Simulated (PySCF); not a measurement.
Several orderings of computed values.

All species are isolated and taken at one optimised geometry, non-relativistic unless stated; the electronic structure was computed with PySCF and density fitting.

Dipoles, sizes and rotational constants follow the conformer. The torsions of the flexible species, by atom-mapped SMILES:
- `[CH3:1][O:2][C@@H:3]([CH3:4])[Si@@H:5]([Cl:6])[C:7]([Cl:8])([Cl:9])[Cl:10]`: C1–O2–C3–C4 80°, O2–C3–Si5–Cl6 76°, C3–Si5–C7–Cl8 -170°
- `[CH3:1][C@H:2]([SiH3:3])[N:4]([SiH2:5][F:6])[CH:7]1[CH2:8][CH2:9]1`: C1–C2–N4–Si5 65°, C2–N4–Si5–F6 23°, C2–N4–C7–C8 90°
- `[CH3:1][O:2][c:3]1[cH:4][cH:5][c:6]([O:7][CH3:8])[c:9]([Cl:10])[cH:11]1`: C1–O2–C3–C4 180°, C5–C6–O7–C8 0°
- `[CH3:1][SiH2:2][c:3]1[cH:4][cH:5][c:6]([CH:7]2[CH2:8][CH2:9]2)[o:10]1`: C1–Si2–C3–C4 17°, C5–C6–C7–C8 151°

The conformers of `CCO[Si]1(N)OCCCO1` and `COC[Si@@H]1C[SiH2][C@H](F)C1` aren't listed.

**Question.** Rank by HOMO–LUMO gap, lowest first (PBE0/pcSseg-1 at GFN2-xTB geometries).
A. `[Si@H]([C@@H](OC)C)(Cl)C(Cl)(Cl)Cl`
B. `C[C@H]([SiH3])N([SiH2]F)C1CC1`
C. `CCO[Si]1(N)OCCCO1`
D. `COc1ccc(OC)c(Cl)c1`
E. `COC[Si@@H]1C[SiH2][C@H](F)C1`

**Answer.** D (5.56 eV), B (6.55 eV), A (6.93 eV), E (8.00 eV), C (8.84 eV).

**Question.** Rank by dipole moment, lowest first (PBE0/pcSseg-1 at GFN2-xTB geometries).
A. `COc1ccc(OC)c(Cl)c1`
B. `C[SiH2]c1ccc(C2CC2)o1`
C. `C[C@H]([SiH3])N([SiH2]F)C1CC1`
D. `CO[C@@H](C)[Si@@H](Cl)C(Cl)(Cl)Cl`

**Answer.** B (0.93 D), A (1.63 D), C (2.58 D), D (2.96 D).

**Question.** Rank by HOMO energy, highest first (PBE0/pcSseg-1 at GFN2-xTB geometries).
A. `C[C@@H]([Si@H](C(Cl)(Cl)Cl)Cl)OC`
B. `C[C@H]([SiH3])N([SiH2]F)C1CC1`
C. `CCO[Si]1(N)OCCCO1`
D. `COc1ccc(OC)c(Cl)c1`
E. `COC[Si@@H]1C[SiH2][C@H](F)C1`

**Answer.** D (-6.02 eV), B (-6.27 eV), E (-7.37 eV), C (-7.50 eV), A (-7.76 eV).

**Question.** Give the two extremes of that set in hartree.

**Answer.** `CO[C@@H](C)[Si@@H](Cl)C(Cl)(Cl)Cl`: -0.285 Eh; `COc1ccc(OC)c(Cl)c1`: -0.221 Eh.

**Question.** Rank by smallest rotational constant, lowest first (GFN2-xTB).
A. `C[SiH2]c1ccc(C2CC2)o1`
B. `C[C@H]([SiH3])N([SiH2]F)C1CC1`
C. `CO[C@@H](C)[Si@@H](Cl)C(Cl)(Cl)Cl`
D. `c1(pc(c[p-]1)[SiH3])C`
E. `COc1ccc(OC)c(Cl)c1`

**Answer.** C (0.373 GHz), E (0.460 GHz), A (0.512 GHz), B (0.697 GHz), D (0.772 GHz).
